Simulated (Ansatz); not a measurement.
`C[SiH2][SiH2]S` + silanol → `O[SiH2][SiH2]S` + `C[SiH3]`  (formal exchange of groups at the Si–Si bond)

Gas-phase electronic energies from Ansatz, PBE0-D4/def2-TZVP geometries. CCSD(T)/CBS is the MP2 limit (def2-TZVPP, def2-QZVPP) plus CCSD(T) − MP2 in def2-TZVPP, frozen cores. This one scheme is used for every species. DFT in def2-TZVPP. B3LYP here is the variant with VWN-RPA as its local correlation; programs differ in this. HSE06 is defined as in plane-wave codes. Each species was taken in one conformer, which may not be the lowest.

**Question.** Is it downhill or uphill in electronic energy at CCSD(T)/CBS, and by how much? (Best estimate.)

**Answer.** Computed: Uphill: ΔE = +0.05 eV.

**Question.** What do these levels give: BLYP-D4, B97M-V, B3LYP-D4, r2SCAN0-D4, HSE06-D4, BHLYP-D4, CAM-B3LYP-D4, PBE, r2SCANh, LC-ωPBE, SCS-MP2/def2-TZVPP, HF/CBS(def2)? (Estimate.)

**Answer.** Computed: BLYP-D4 0.01, B97M-V 0.02, B3LYP-D4 0.02, r2SCAN0-D4 0.03, HSE06-D4 0.03, BHLYP-D4 0.04, CAM-B3LYP-D4 0.03, PBE 0.00, r2SCANh 0.02, LC-ωPBE 0.03, SCS-MP2/def2-TZVPP 0.06, HF/CBS(def2) 0.07 eV.

Largest T1 diagnostic among the species: 0.012.

Leaving LDA and LC-ωPBE aside and taking each functional with its dispersion term where it has one, the values, not all of them listed here, spread over 0.04 eV, from revPBE-D4 to PBE-QIDH.
